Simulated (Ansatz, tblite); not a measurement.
Oligo(thiophene), aryl ends: gap (eV) at several levels, gas phase, relaxed structures; Ansatz, xTB through tblite. The structures are stationary points that may keep the symmetry of their start.

```json
{"species": "COc1ccc(-c2ccc(-c3ccc(-c4ccc(-c5ccc(C(F)=C(F)F)cc5)s4)s3)s2)cc1", "state": "singlet", "geometry": "PBE-D4/def2-SVP", "GFN1-xTB": "1.61", "GFN2-xTB": "1.54", "PBE-D4/def2-SVP": "1.72", "r2SCAN-D4/def2-SVP": "1.85", "PBE0-D4/def2-SVP": "3.01"}
{"species": "COc1ccc(-c2ccc(-c3ccc(-c4ccc(-c5ccc(-c6ccc(C(F)=C(F)F)cc6)s5)s4)s3)s2)cc1", "state": "singlet", "geometry": "PBE-D4/def2-SVP", "GFN1-xTB": "1.46", "GFN2-xTB": "1.39", "PBE-D4/def2-SVP": "1.55", "r2SCAN-D4/def2-SVP": "1.66", "PBE0-D4/def2-SVP": "2.78"}
{"species": "C39H23F3OS6", "state": "singlet", "geometry": "r2SCAN-D4/def2-SVP", "GFN1-xTB": "1.33", "GFN2-xTB": "1.27", "PBE-D4/def2-SVP": "1.38", "r2SCAN-D4/def2-SVP": "1.48", "PBE0-D4/def2-SVP": "2.57"}
```

Over the 3 species that have every level, the mean is 1.46 at GFN1-xTB, 1.40 at GFN2-xTB, 1.55 at PBE-D4/def2-SVP, 1.66 at r2SCAN-D4/def2-SVP, 2.79 at PBE0-D4/def2-SVP. Orbital gaps grow with the share of exact exchange and aren't one observable across functionals.
